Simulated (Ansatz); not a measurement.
Reaction (ligand exchange at the Al–C bond): `C=C=[C]([AlH2])[SiH3]` + `C[SeH]` → `C[Se][AlH2]` + `C=C=C[SiH3]`

Calculated with Ansatz (gas phase, PBE0-D4/def2-TZVP geometries, no zero-point term in ΔE). CCSD(T)/CBS adds triple-zeta CCSD(T) − MP2 to the extrapolated MP2 energy (def2 sets, frozen cores). For Se outer-core shells are correlated without core-valence functions, which leaves a few kJ/mol of doubt a bond. Scalar relativity is left out up to krypton.

| level | ΔE (kcal/mol) |
| --- | --- |
| MP2/def2-TZVPP | -18.4 |
| CCSD/def2-TZVPP | -19.4 |
| HF/def2-QZVPP | -19.9 |
| MP2/CBS(def2) | -19.2 |

Q: What does CCSD(T)/CBS give? (An estimate is asked.)

A: The calculation gave: -20.0 kcal/mol. The listed levels differ from it by 1.6, 0.6, 0.1, 0.8 kcal/mol.

Largest T1 diagnostic among the species: 0.013.

In def2-TZVPP, CCSD(T) changes the Hartree–Fock value by +1.0 kcal/mol (the triples alone add +0.2 kcal/mol) and MP2 by +1.8 kcal/mol. The D4 term adds +0.8 kcal/mol with B3LYP and +0.5 kcal/mol with PBE0; it sums over pairs of atoms, weighted by their polarisabilities, and B3LYP, whose exchange is more repulsive, gets the larger term.

B3LYP here is the variant with VWN-RPA as its local correlation; programs differ in this.
